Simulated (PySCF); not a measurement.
Si(F)(Cl)(Br)(OH) (BrClFHOSi), SMILES O[Si](Cl)(Br)F.

Coordinates come from a B3LYP-D3(BJ)/def2-SVP optimisation. The values are those of a single conformer.

These are PySCF with SMD-B3LYP/6-31G* values and carry that method's errors.

Solvation free energies are E(SMD) − E(gas) at the gas-phase geometry, for 1 M in both phases. Bromine has the revised SMD18 radius of 2.60 Å. In vacuum the dipole moment is 2.04 D.

Computed solvation free energies in water, acetone, benzene:
| solvent | ΔG(solv) (kcal/mol) | its non-electrostatic (CDS) part | dipole (D) |
|---|---|---|---|
| water | -5.2 | 1.5 | 2.59 |
| acetone | -6.6 | -2.8 | 2.45 |
| benzene | -5.0 | -3.4 | 2.21 |
